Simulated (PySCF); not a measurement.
## Calculated data, AlBH2NO

Calculation on a computer-drawn molecule: the log of a Hartree-Fock and frozen-core CCSD(T) single point meant for a local Hartree-Fock minimum, with one planted fault or none, to be diagnosed. Offsets are logged minus clean, where the clean run is the same molecule without the fault. The reference is restricted for singlets and unrestricted otherwise, and also for a bond in bohr or an excited solution. Adding or removing an electron swaps singlet and doublet. The excited solution moves the top pair (singlet) or top alpha electron (doublet) to the lowest empty orbital. Highest occupied and lowest empty are orbital energies over both spins, largest force is the largest gradient component, triples share is (T) over the correlation energy, the T1 limit is 0.02 restricted and 0.045 unrestricted, electrons count all cores, a negative frequency is imaginary (commonest isotopes), and the dipole is about the centre of nuclear charge. Program: PySCF 2.14.0.

```xyz
6
formula=AlBH2NO meant_charge=0 meant_multiplicity=2 meant_basis=cc-pV(D+d)Z logged_electrons=35 logged_basis_functions=75 logged_SCF_converged=yes logged_spin_squared=0.7549 logged_highest_occupied=-7.8187 logged_lowest_empty=1.3971 logged_largest_force=0.18555 logged_T1_diagnostic=0.016167 logged_D1_diagnostic=0.041285 logged_triples_share=0.027797 logged_CC_converged=yes logged_dipole_magnitude=1.4858 logged_SCF_stable_within_its_kind=yes logged_energy_HF=-397.06242 logged_energy_CCSD(T)=-397.55243 possible_faults=no_fault,one_electron_removed,one_electron_added,multiplicity_raised_by_two,geometry_at_a_saddle_point,SCF_held_on_an_excited_solution,minimal_basis_STO-3G,one_bond_length_entered_in_bohr,all_coordinates_scaled
N     -1.6523    -1.2457     0.4847
B     -0.6148    -1.2286     0.0423
Al     1.2049    -1.2492    -0.6686
O      1.5276    -0.3886    -1.9130
H     -2.4822    -1.2591     0.8382
H      1.0163     0.1295    -2.3770
```

Units: logged_highest_occupied, logged_lowest_empty in eV; logged_largest_force in hartree/bohr; logged_dipole_magnitude in debye; logged_energy_HF, logged_energy_CCSD(T) in hartree.

Drawn bonds:
```
atom  other atom  order
   1           2      2
   2           3      1
   3           4      1
   1           5      1
   4           6      1
```

Questions
1. Which fault was planted in the run of AlBH2NO?

Answers
1. all coordinates scaled, by -8.5 %

Further results for AlBH2NO:

* HF energy offset from clean run: 39.7 kcal/mol
* CCSD(T) energy offset from clean run: 50.52 kcal/mol
